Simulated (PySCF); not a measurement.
Mo(NH)2(OH)(Me) (CH₆MoN₂O), SMILES [NH]=[Mo]([OH])([CH3])=[NH], multiplicity 1.

Coordinates come from a PBE-D3(BJ)/def2-SVP optimisation. The multiplicity is an assumed one; no other spin state was optimised. The structure was generated by enumeration; whether it is a known compound was not checked. The def2 effective core potentials stand for the cores of Mo; spin–orbit coupling is left out. One conformer was computed; it need not be the lowest.

Two levels are set side by side: PBE/def2-TZVP (PySCF) and ωB97X/def2-TZVP (PySCF). Same geometry, gas phase. Differences are taken from unrounded values.

```
quantity                     ωB97X
---------------------------  -----
orbital gap (eV)             10.45
highest occupied level (eV)  -9.98
lowest empty level (eV)       0.47
dipole moment (D)             1.66
mean polarisability (bohr³)   72.6
```

Task: What does PBE give, and how far is it from ωB97X? (Estimate from the structure and the level; the computed values follow.)

Result: 
```tsv
quantity	PBE	PBE minus ωB97X
orbital gap (eV)	3.86	-6.59
highest occupied level (eV)	-6.29	3.69
lowest empty level (eV)	-2.43	-2.90
dipole moment (D)	1.56	-0.10
mean polarisability (bohr³)	75.2	2.6
```

PBE's occupied levels lie high since its potential decays too fast outside the molecule; exact exchange lowers them and widens the gap. Loosely held outer electrons make PBE densities more polarisable. Differences between two approximate levels are no errors against the true value.

Rough cost on one machine, each run with all the roots and properties that it gave: ωB97X against PBE within a factor of 2.
